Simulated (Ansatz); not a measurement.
Si$_{4}$NH$_{13}$, closed shell: a nudged elastic band.

The input file, in.yaml:

```yaml
crystal:
  periodic: [false, false, false]
  atoms:
    - {symbol: Si, position_ang: [-0.537806, 0.357361, 0.335749]}
    - {symbol: Si, position_ang: [0.587765, -1.631521, 0.829054]}
    - {symbol: Si, position_ang: [-0.459294, 0.783175, -1.958939]}
    - {symbol: Si, position_ang: [-2.789982, 0.164834, 0.940065]}
    - {symbol: H, position_ang: [0.046286, 1.515409, 1.071553]}
    - {symbol: H, position_ang: [3.550166, -0.214613, 0.169307]}
    - {symbol: N, position_ang: [2.756747, 0.409956, 0.090421]}
    - {symbol: H, position_ang: [1.347696, -2.149074, -0.337714]}
    - {symbol: H, position_ang: [-0.429459, -2.671301, 1.174328]}
    - {symbol: H, position_ang: [1.480129, -1.487293, 2.007886]}
    - {symbol: H, position_ang: [-1.291360, 1.963715, -2.321354]}
    - {symbol: H, position_ang: [0.930460, 1.044682, -2.428813]}
    - {symbol: H, position_ang: [-0.978854, -0.397947, -2.701030]}
    - {symbol: H, position_ang: [-2.929212, -0.154064, 2.387956]}
    - {symbol: H, position_ang: [-3.538020, 1.422995, 0.665276]}
    - {symbol: H, position_ang: [-3.423344, -0.933420, 0.159377]}
    - {symbol: H, position_ang: [2.782407, 0.815240, -0.837439]}
    - {symbol: H, position_ang: [2.895976, 1.161967, 0.754218]}
basis:
  gaussian: {orbitals: def2-SVP}
hamiltonian: {xc: pbe0, dispersion: d4}
neb:
  images: 5
  climbing: true
  max_iterations: 3
  initial_path: idpp
  final_atoms:
    - {symbol: Si, position_ang: [-0.010128, 1.731856, -0.027821]}
    - {symbol: Si, position_ang: [0.573934, -2.937536, 0.361331]}
    - {symbol: Si, position_ang: [-0.203721, 0.905283, -2.208857]}
    - {symbol: Si, position_ang: [-1.559013, 0.705549, 1.395728]}
    - {symbol: H, position_ang: [-0.377439, 3.185764, -0.081753]}
    - {symbol: H, position_ang: [1.261127, -1.623081, 0.318726]}
    - {symbol: N, position_ang: [1.582405, 1.397217, 0.552714]}
    - {symbol: H, position_ang: [1.494472, -4.000071, -0.121202]}
    - {symbol: H, position_ang: [-0.630753, -2.904400, -0.505846]}
    - {symbol: H, position_ang: [0.166994, -3.243004, 1.756899]}
    - {symbol: H, position_ang: [-1.503204, 1.336832, -2.792784]}
    - {symbol: H, position_ang: [0.893613, 1.436668, -3.066963]}
    - {symbol: H, position_ang: [-0.137070, -0.579916, -2.236995]}
    - {symbol: H, position_ang: [-1.298076, 1.083455, 2.813947]}
    - {symbol: H, position_ang: [-2.935458, 1.145580, 1.039345]}
    - {symbol: H, position_ang: [-1.497161, -0.777586, 1.296422]}
    - {symbol: H, position_ang: [2.381667, 1.613009, -0.021597]}
    - {symbol: H, position_ang: [1.798113, 1.524479, 1.528606]}
```

Command:

```bash
ansatz run in.yaml --threads 2 --pin off --events-out ev --progress --plain --max-ram 32768MiB --backend cpu
```

What Ansatz 0.2.0 printed:

```
Functional definition: PBE0
  name "PBE0"
  cite "Adamo & Barone, J. Chem. Phys. 110, 6158 (1999) doi:10.1063/1.478522"
  cite "Perdew, Burke & Ernzerhof, Phys. Rev. Lett. 77, 3865 (1996) doi:10.1103/PhysRevLett.77.3865"
  parent pbe
  parameter a = 0.25
  parameter kappa = 0.804
  parameter beta = 0.06672455060314922
  exchange = (1 - a)*pbe_x(kappa = kappa, mu = beta*pi^2/3) + a*exact_x
  correlation = pbe_c(beta = beta)
1576 factors; integrals over basis functions are off by at most 3.8e-4 eV
mean field evaluation 1: about -33181.3410 eV, gradient 4.6e1 eV
mean field evaluation 2: about -33178.0205 eV, gradient 5.9e1 eV
mean field evaluation 4: about -33185.7063 eV, gradient 9.9e-1 eV
mean field evaluation 8: about -33185.7183 eV, gradient 1.0e-2 eV
mean field -33185.71833622 eV, -1219.5526547683 hartree, gradient 1.7e-5 eV, S^2 0.000000; 0 other end points of the search recorded, 0 dependent functions left out
the calculation of the forces begins
reference -33185.71837415 eV, -1219.5526561622 hartree; 38, 38 occupied and 113, 113 virtual orbitals, 1576 factors
1576 factors; integrals over basis functions are off by at most 9.4e-4 eV
mean field evaluation 16: about -33180.8487 eV, gradient 4.8e1 eV
mean field -33185.61734354 eV, -1219.5489433556 hartree, gradient 1.9e-5 eV, S^2 0.000000; 0 other end points of the search recorded, 0 dependent functions left out
the calculation of the forces begins
reference -33185.61738313 eV, -1219.5489448106 hartree; 38, 38 occupied and 113, 113 virtual orbitals, 1576 factors
WARN: NEB end point (image 0): max|allowed force component| = 3.810e-1 eV/Å (the criterion of neb.relax_end_points is 1.000e-2). That is over neb.f_tol: it is no minimum, so the barrier can be far off. Relax it first
WARN: NEB end point (image 6): max|allowed force component| = 2.907e-1 eV/Å (the criterion of neb.relax_end_points is 1.000e-2). That is over neb.f_tol: it is no minimum, so the barrier can be far off. Relax it first
1577 factors; integrals over basis functions are off by at most 8.7e-4 eV
mean field evaluation 32: about -33183.5129 eV, gradient 5.1e0 eV
mean field -33183.60120523 eV, -1219.4748516393 hartree, gradient 1.9e-5 eV, S^2 0.000000; 0 other end points of the search recorded, 0 dependent functions left out
the calculation of the forces begins
reference -33183.60124336 eV, -1219.4748530408 hartree; 38, 38 occupied and 113, 113 virtual orbitals, 1577 factors
1576 factors; integrals over basis functions are off by at most 8.0e-4 eV
mean field evaluation 64: about -33180.4818 eV, gradient 2.2e-5 eV
mean field -33180.48180129 eV, -1219.3602156592 hartree, gradient 2.2e-5 eV, S^2 0.000000; 0 other end points of the search recorded, 0 dependent functions left out
the calculation of the forces begins
reference -33180.48184008 eV, -1219.3602170846 hartree; 38, 38 occupied and 113, 113 virtual orbitals, 1576 factors
1576 factors; integrals over basis functions are off by at most 5.8e-4 eV
mean field -33179.49808234 eV, -1219.3240646545 hartree, gradient 4.1e-5 eV, S^2 0.000000; 0 other end points of the search recorded, 0 dependent functions left out
the calculation of the forces begins
reference -33179.49812133 eV, -1219.3240660872 hartree; 38, 38 occupied and 113, 113 virtual orbitals, 1576 factors
1576 factors; integrals over basis functions are off by at most 9.4e-4 eV
mean field evaluation 96: about -33181.4872 eV, gradient 1.0e-2 eV
mean field -33181.48719653 eV, -1219.3971632527 hartree, gradient 5.7e-5 eV, S^2 0.000000; 0 other end points of the search recorded, 0 dependent functions left out
the calculation of the forces begins
reference -33181.48723561 eV, -1219.3971646889 hartree; 38, 38 occupied and 113, 113 virtual orbitals, 1576 factors
1576 factors; integrals over basis functions are off by at most 1.3e-3 eV
mean field -33184.19115842 eV, -1219.4965320192 hartree, gradient 7.7e-5 eV, S^2 0.000000; 0 other end points of the search recorded, 0 dependent functions left out
the calculation of the forces begins
reference -33184.19119807 eV, -1219.4965334764 hartree; 38, 38 occupied and 113, 113 virtual orbitals, 1576 factors
NEB iter   1: max|band force component| = 4.553e0 eV/Å  barrier→ = 6.1798 eV  barrier← = 6.0485 eV  Δτ_max = 0.2000 Å  (182 SCF iters)
NEB iter   2: max|band force component| = 4.705e0 eV/Å  barrier→ = 4.6949 eV  barrier← = 4.5636 eV  Δτ_max = 0.2000 Å  (140 SCF iters)
NEB iter   3: max|band force component| = 6.183e0 eV/Å  barrier→ = 3.7901 eV  barrier← = 3.6588 eV  Δτ_max = 0.1059 Å  (133 SCF iters)
Error: NEB band did not converge after 3 iterations: max|band force component| = 6.18e0 eV/Å (threshold 5.0e-2); raise `neb.max_iterations` in a new run, which can start from the last band evaluated (`neb.initial_path`, with `crystal.atoms` and `neb.final_atoms` set to its first and last images), add images, or start from endpoints closer to local minima. Where this run's directory can be resumed (`checkpoint.write`), a resume goes on for up to `neb.max_iterations` more; to start a new run from the last band, take its images' positions from the `neb_iteration` event of iteration 3 (`data.images[].positions_ang`), in the event stream of the run that computed that iteration (not this run's, if it was resumed behind it). With `checkpoint.write`, `steps/00-neb/state/checkpoint.json` in the run directory holds the last saved band, under `neb.evaluated.images[].positions_ang` (a band under a hybrid functional on support functions is neither saved nor resumed: `neb.initial_path` says where its path is): check the last entry of `neb.iterations` there, which is earlier than 3 if that iteration was not saved or its write failed. If the band's step has no `state` directory and holds `state.next`, a write was cut short, and the file is under `state.next` instead (behind a loss of power it can be under `state.prev`)
a run's events are kept only if it was started with --events-out <file>, and are in that file

[the SCF lines of later steps are left out]
```

Time: 96 s of wall clock on 2 CPU threads of an AMD EPYC 7R13; the host was shared. Peak host memory: 0.95 GiB.


The run did not converge within its limit. Three iterations were allowed, too few to relax the band.